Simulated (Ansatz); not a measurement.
Reaction (substitution at a C–Ge bond): `C=N[CH2][GeH3]` + `N[SiH3]` → `C=NCN[SiH3]` + GeH₄

Computed with Ansatz on PBE0-D4/def2-TZVP structures; ΔE is electronic, products minus reactants. CBS: MP2 limit from def2 TZ/QZ plus the TZ coupled-cluster correction, frozen cores. This one scheme is used for every species. Functionals use def2-TZVPP. B3LYP here is the variant with VWN-RPA as its local correlation; programs differ in this. For Ge outer-core shells are correlated without core-valence functions, which leaves a few kJ/mol of doubt a bond. Scalar relativity is left out up to krypton. One conformer a species, not always the lowest.

Is it downhill or uphill in electronic energy at CCSD(T)/CBS, and by how much? (Estimate.)

The calculation gave: Uphill: ΔE = +10.4 kcal/mol.

What do these levels give: PBE-D4, PBE0-D4, B3LYP-D4, ωB97M-V, B3LYP, HF/def2-TZVPP, MP2/def2-TZVPP, SCS-MP2/def2-TZVPP, CCSD(T)/def2-TZVPP, HF/CBS(def2), MP2/CBS(def2), CCSD/CBS(def2)? (An estimate is asked.)

Computed: PBE-D4 9.2, PBE0-D4 9.2, B3LYP-D4 8.9, ωB97M-V 9.1, B3LYP 9.7, HF/def2-TZVPP 8.0, MP2/def2-TZVPP 10.9, SCS-MP2/def2-TZVPP 10.0, CCSD(T)/def2-TZVPP 9.6, HF/CBS(def2) 7.8, MP2/CBS(def2) 11.7, CCSD/CBS(def2) 10.4 kcal/mol.

Largest T1 diagnostic among the species: 0.012.

In def2-TZVPP, CCSD(T) changes the Hartree–Fock value by +1.6 kcal/mol (the triples alone add −0.0 kcal/mol) and MP2 by +2.9 kcal/mol. The D4 term adds −0.8 kcal/mol with B3LYP and −0.5 kcal/mol with PBE0; it sums over pairs of atoms, weighted by their polarisabilities, and B3LYP, whose exchange is more repulsive, gets the larger term.
